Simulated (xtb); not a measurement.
xtb input (GFN1-xTB):

```bash
xtb mol.xyz --gfn 1 --sp --chrg -1 --uhf 0
```
mol.xyz:
```
17

C      2.63374915     0.00260165    -0.52504426
C      1.14168075     0.31489507    -0.63145777
C      0.29658534    -0.38935146     0.43612118
C     -1.19204730    -0.07325186     0.33044447
C     -1.61627854     1.04093550     1.04788325
C     -1.92059094    -0.91133522    -0.50797020
H      3.03066208     0.30758182     0.44875890
H      3.21766414     0.51515787    -1.29669235
H      2.81880605    -1.07166530    -0.62774749
H      0.76759569     0.02186269    -1.61597562
H      0.97811399     1.39235768    -0.54465482
H      0.45122721    -1.47153454     0.34661841
H      0.66680733    -0.09468878     1.42555719
H     -2.63923637     1.39938192     0.99577957
H     -0.92807053     1.59275152     1.67801403
H     -1.44915477    -1.75575468    -0.99785037
H     -2.97300578    -0.74241249    -0.71166741
```

End of the output:

```
         :::::::::::::::::::::::::::::::::::::::::::::::::::::
         ::                     SUMMARY                     ::
         :::::::::::::::::::::::::::::::::::::::::::::::::::::
         :: total energy             -18.770749473531 Eh    ::
         :: gradient norm              0.019435215351 Eh/a0 ::
         :: HOMO-LUMO gap              2.763232680459 eV    ::
         ::.................................................::
         :: SCC energy               -19.045988833588 Eh    ::
         :: -> electrostatic           0.114851077032 Eh    ::
         :: repulsion energy           0.281424386731 Eh    ::
         :: dispersion energy         -0.006185026674 Eh    ::
         :: halogen bond corr.         0.000000000000 Eh    ::
         :: add. restraining           0.000000000000 Eh    ::
         :: total charge              -1.000000000000 e     ::
         :::::::::::::::::::::::::::::::::::::::::::::::::::::

           -------------------------------------------------
          |                Property Printout                |
           -------------------------------------------------

    * Orbital Energies and Occupations

         #    Occupation            Energy/Eh            Energy/eV
      -------------------------------------------------------------
         1        2.0000           -0.5072718             -13.8036
       ...           ...                  ...                  ...
         6        2.0000           -0.3861309             -10.5072
         7        2.0000           -0.3802304             -10.3466
         8        2.0000           -0.3638145              -9.8999
         9        2.0000           -0.3494294              -9.5085
        10        2.0000           -0.3362987              -9.1512
        11        2.0000           -0.3195230              -8.6947
        12        2.0000           -0.3119685              -8.4891
        13        2.0000           -0.3065664              -8.3421
        14        2.0000           -0.2730295              -7.4295
        15        2.0000           -0.2547801              -6.9329
        16        2.0000           -0.2447586              -6.6602
        17        2.0000           -0.2099585              -5.7133
        18        2.0000           -0.1031146              -2.8059 (HOMO)
        19                         -0.0015677              -0.0427 (LUMO)
        20                          0.0328529               0.8940
        21                          0.0468999               1.2762
        22                          0.0540221               1.4700
        23                          0.0671355               1.8269
        24                          0.0863043               2.3485
        25                          0.0954466               2.5972
        26                          0.1186256               3.2280
        27                          0.1206411               3.2828
        28                          0.1381977               3.7605
        29                          0.1624980               4.4218
       ...                                ...                  ...
        46                          0.7855368              21.3755
      -------------------------------------------------------------
                  HL-Gap            0.1015469 Eh            2.7632 eV
             Fermi-level           -0.0523412 Eh           -1.4243 eV

  Mulliken/CM5 charges         n(s)   n(p)   n(d)
     1C    -0.08612 -0.23596   1.006  3.080  0.000
     2C    -0.03289 -0.14467   1.024  3.009  0.000
     3C    -0.04329 -0.14803   1.029  3.014  0.000
     4C     0.05377  0.03198   1.065  2.882  0.000
     5C    -0.38791 -0.48733   0.993  3.395  0.000
     6C    -0.38791 -0.48731   0.993  3.395  0.000
     7H     0.00642  0.05756   0.994  0.000  0.000
     8H    -0.00433  0.04613   1.004  0.000  0.000
     9H     0.00639  0.05753   0.994  0.000  0.000
    10H     0.00786  0.06335   0.992  0.000  0.000
    11H     0.00787  0.06335   0.992  0.000  0.000
    12H    -0.01096  0.04501   1.011  0.000  0.000
    13H    -0.01081  0.04518   1.011  0.000  0.000
    14H    -0.02512  0.02730   1.025  0.000  0.000
    15H    -0.03394  0.01929   1.034  0.000  0.000
    16H    -0.03393  0.01931   1.034  0.000  0.000
    17H    -0.02511  0.02731   1.025  0.000  0.000

Wiberg/Mayer (AO) data.
largest (>0.10) Wiberg bond orders for each atom

 ---------------------------------------------------------------------------
     #   Z sym  total        # sym  WBO       # sym  WBO       # sym  WBO
 ---------------------------------------------------------------------------
     1   6 C    3.993 --     2 C    1.012     8 H    0.989     9 H    0.989
                             7 H    0.989
     2   6 C    3.990 --     1 C    1.012     3 C    0.993    11 H    0.980
                            10 H    0.980
     3   6 C    3.978 --     2 C    0.993    13 H    0.978    12 H    0.978
                             4 C    0.975
     4   6 C    3.973 --     5 C    1.485     6 C    1.485     3 C    0.975
     5   6 C    3.762 --     4 C    1.485    14 H    0.983    15 H    0.981
                             6 C    0.263
     6   6 C    3.762 --     4 C    1.485    17 H    0.983    16 H    0.982
                             5 C    0.263
     7   1 H    1.011 --     1 C    0.989
     8   1 H    1.010 --     1 C    0.989
     9   1 H    1.011 --     1 C    0.989
    10   1 H    1.020 --     2 C    0.980
    11   1 H    1.020 --     2 C    0.980
    12   1 H    1.016 --     3 C    0.978
    13   1 H    1.016 --     3 C    0.978
    14   1 H    1.006 --     5 C    0.983
    15   1 H    1.005 --     5 C    0.981
    16   1 H    1.005 --     6 C    0.982
    17   1 H    1.006 --     6 C    0.983
 ---------------------------------------------------------------------------

Topologies differ in total number of bonds
Writing topology from bond orders to xtbtopo.mol

 dipole moment from electron density (au)
     X       Y       Z
   2.8052  -0.0858  -0.4495  total (Debye):    7.224

           -------------------------------------------------
          | TOTAL ENERGY              -18.770749473531 Eh   |
          | GRADIENT NORM               0.019435215351 Eh/α |
          | HOMO-LUMO GAP               2.763232680459 eV   |
           -------------------------------------------------

------------------------------------------------------------------------
------------------------------------------------------------------------
 total:
Note: The following floating-point exceptions are signalling: IEEE_DENORMAL
normal termination of xtb
 SCF:
```

It need not be the lowest isomer of its formula. Whether it binds its extra electron was not tested at this geometry.
